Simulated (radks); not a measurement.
The numbers below are computed, except where a source is named.
The zirconium ion Zr2+, 38 electrons, occupied as [Kr] 4d2.

Level of theory: scalar-relativistic Kohn-Sham, PBE, spin-polarised, spherical densities, finite nucleus; open shells are filled with parallel spins first (spin-orbit coupling, left out, can overturn this in heavy ions); Fermi nuclear charge, rms radius 4.2694 fm (a radial shooting solver on a logarithmic mesh with Libxc functionals).

Energy parts (hartree):
| part | energy |
|---|---|
| total | -3597.77935 |
| kinetic | 3699.24344 |
| electron-nucleus | -8642.77339 |
| Hartree | 1459.35204 |
| exchange-correlation | -113.60145 |

Orbitals (lengths in bohr, moments of r in powers of bohr):
| orbital | occ. | eigenvalue (hartree) | <r^2> |
|---|---|---|---|
| 1s down | 1 | -655.5811 | 0.001853 |
| 1s up | 1 | -655.5807 | 0.001853 |
| 2s up | 1 | -91.29778 | 0.03117 |
| 2s down | 1 | -91.29163 | 0.03117 |
| 2p up | 3 | -81.47291 | 0.02455 |
| 2p down | 3 | -81.46846 | 0.02455 |
| 3s up | 1 | -15.40793 | 0.2410 |
| 3s down | 1 | -15.40472 | 0.2410 |
| 3p up | 3 | -12.20704 | 0.2489 |
| 3p down | 3 | -12.20348 | 0.2488 |
| 3d up | 5 | -6.95437 | 0.2478 |
| 3d down | 5 | -6.94873 | 0.2476 |
| 4s up | 1 | -2.55158 | 1.674 |
| 4s down | 1 | -2.51033 | 1.656 |
| 4p up | 3 | -1.74407 | 2.141 |
| 4p down | 3 | -1.69560 | 2.117 |
| 4d up | 2 | -0.65919 | 4.744 |
| 4d down | 0 | -0.60166 | 4.770 |

The highest occupied level is 4d up at -17.937 eV. Summed over all electrons, <r^2> = 30.26 bohr^2, which gives a Langevin (diamagnetic) susceptibility term of -24 x 10^-6 cm^3/mol. The density falls to 0.001 e/bohr^3 at r = 3.63 bohr. The electron density at the nucleus is 7.609e+04 e/bohr^3 (large components only). For comparison, the ionisation energy in NIST's Atomic Spectra Database is 23.170 eV (semi-empirical). In exact Kohn-Sham theory the highest level is minus the ionisation energy, but local and semilocal functionals leave it too shallow, through self-interaction and a potential that decays too fast; potentials with the right tail come closer.
